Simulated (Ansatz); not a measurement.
Calculated with Ansatz (gas phase, PBE0-D4/def2-TZVP geometries, no zero-point term in ΔE). CCSD(T)/CBS is the MP2 limit (def2-TZVPP, def2-QZVPP) plus CCSD(T) − MP2 in def2-TZVPP, frozen cores. This one scheme is used for every species. Functionals use def2-TZVPP. B3LYP here is the variant with VWN-RPA as its local correlation; programs differ in this. Each species was taken in one conformer, which may not be the lowest.

Consider the substitution at a C–Si bond: `CC[SiH2]PO` + `C=N` → `C=NCC` + `OP[SiH3]`.

| level | ΔE (kJ/mol) | difference from CCSD(T)/CBS |
| --- | --- | --- |
| PBE-D4 | 39.4 | -3.7 |
| r2SCAN-D4 | 39.8 | -3.3 |
| PBE0-D4 | 41.1 | -2.0 |
| B3LYP-D4 | 39.4 | -3.7 |
| ωB97X-V | 39.6 | -3.5 |
| ωB97M-V | 43.7 | 0.6 |
| r2SCAN | 38.3 | -4.8 |
| PBE0 | 36.6 | -6.5 |
| B3LYP | 31.9 | -11.2 |
| HF/def2-TZVPP | 29.9 | -13.2 |
| MP2/def2-TZVPP | 43.1 | 0.0 |
| SCS-MP2/def2-TZVPP | 39.2 | -3.9 |
| CCSD/def2-TZVPP | 40.5 | -2.6 |
| CCSD(T)/def2-TZVPP | 41.2 | -1.9 |
| MP2/CBS(def2) | 45.0 | 1.9 |
| CCSD/CBS(def2) | 42.3 | -0.8 |
| CCSD(T)/CBS | 43.1 | 0 |

Largest T1 diagnostic among the species: 0.013.

The D4 term adds +7.5 kJ/mol with B3LYP and +4.5 kJ/mol with PBE0; it sums over pairs of atoms, weighted by their polarisabilities, and B3LYP, whose exchange is more repulsive, gets the larger term. In def2-TZVPP, CCSD(T) changes the Hartree–Fock value by +11.4 kJ/mol (the triples alone add +0.8 kJ/mol) and MP2 by +13.2 kJ/mol.
